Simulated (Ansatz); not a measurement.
`C[CH](C)[Mg][Cl]` + `[SH][InH2]` → `C[S][InH2]` + `C[CH2][Mg][Cl]` at 298.15 K and 1 bar (substitution at a C–C bond).

Calculated with Ansatz (gas phase, PBE0-D4/def2-TZVP geometries, no zero-point term in ΔE). CCSD(T)/CBS is the MP2 limit (def2-TZVPP, def2-QZVPP) plus CCSD(T) − MP2 in def2-TZVPP, frozen cores. Elements past krypton have def2 core potentials. For In, Mg outer-core shells are correlated without core-valence functions, which leaves a few kJ/mol of doubt a bond. Each species was taken in one conformer, which may not be the lowest.

| species | CCSD(T)/CBS energy (Eh) | H − E (kJ/mol) | S (J/(mol·K)) |
| --- | --- | --- | --- |
| `C[CH](C)[Mg][Cl]` | -778.11446 | 267.6 | 366.3 |
| `[SH][InH2]` | -589.39884 | 69.4 | 290.3 |
| `C[S][InH2]` | -628.65181 | 151.7 | 337.2 |
| `C[CH2][Mg][Cl]` | -738.85772 | 189.9 | 335.2 |

H − E and S are ideal-gas, rigid-rotor, harmonic terms from PBE0-D4/def2-TZVP, for one conformer and one mirror image of each species. 1 Eh = 2625.50 kJ/mol, R = 8.31446 J/(mol·K).

Q: By hand: ΔE, ΔH, ΔS and ΔG.

A: ΔE = (-628.65181) + (-738.85772) − (-778.11446) − (-589.39884) = 0.00377 Eh = 9.9 kJ/mol. Δ(H − E) = 151.7 + 189.9 − 267.6 − 69.4 = 4.6, so ΔH = 14.5 kJ/mol. ΔS = 337.2 + 335.2 − 366.3 − 290.3 = 15.8 J/(mol·K). ΔG = 14.5 − 298.15 × (15.8)/1000 = 9.8 kJ/mol.

Q: By hand: the equilibrium constant, and the temperature at which ΔG would vanish if ΔH and ΔS stayed fixed.

A: log₁₀ K = −ΔG/(RT ln 10) = -1.7. ΔG = 0 at ΔH/ΔS = 918 K, though so small a ΔS makes that figure unsure.

ΔH outweighs TΔS. A doubt of 5 kJ/mol in ΔE shifts log₁₀ K by 0.9 here. Other conformers and mirror images would add mixing entropy, several J/(mol·K) or more a flexible species. Modes under 60 cm⁻¹, often nearly free rotors, make the harmonic entropy too high. These are equilibria of isolated gas molecules and say nothing of rates. Largest T1 diagnostic: 0.014 (customary marks: 0.02 for closed shells, 0.045 for open ones).
